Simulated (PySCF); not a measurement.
# Energy of V⁺ (vanadium, charge +1) between two integer charges

The 3d alpha orbital of [Ar] 3d4 is emptied in steps (occupation f), with all orbitals relaxed, ending at [Ar] 3d3. All numbers are calculated (PySCF 2.14, the spin-free X2C one-electron Hamiltonian (Gaussian nucleus), in x2c-TZVPall (6s5p4d1f, 48 functions)). The exact energy is a straight line in f; departures are measured from the line between the end points of the same method.

```json
{"f": "1", "BHandHLYP (eV)": "0.000", "wB97X (eV)": "0.000", "B3LYP (eV)": "0.000"}
{"f": "0.75", "BHandHLYP (eV)": "-0.387", "wB97X (eV)": "-0.270", "B3LYP (eV)": "-0.821"}
{"f": "0.5", "BHandHLYP (eV)": "-0.530", "wB97X (eV)": "-0.368", "B3LYP (eV)": "-1.114"}
{"f": "0.25", "BHandHLYP (eV)": "-0.407", "wB97X (eV)": "-0.284", "B3LYP (eV)": "-0.850"}
{"f": "0", "BHandHLYP (eV)": "0.000", "wB97X (eV)": "0.000", "B3LYP (eV)": "0.000"}
```

Question: For B3LYP, how does the orbital energy at f = 1 compare with the removal energy?

Answer: −ε = 10.742 eV against a total-energy difference of 15.031 eV. By Janak's theorem ε = ∂E/∂f, so the gap between them reflects the curvature. Along the path −ε is 12.779 (f = 0.75), 14.953 (f = 0.5), 17.243 (f = 0.25) eV.

```tsv
method	E(f=0) − E(f=1) (eV)	−ε at f=1 (eV)	−ε at f=0.5 (eV)
BHandHLYP	14.459	12.465	14.404
wB97X	14.564	13.292	14.522
B3LYP	15.031	10.742	14.953
```

Reference removal energy between the ground levels: 14.634 ± 0.007 eV (measured; NIST Atomic Spectra Database, ionization energies). The calculation has no spin-orbit coupling. The determinant left behind need not be the lowest term of the ion.
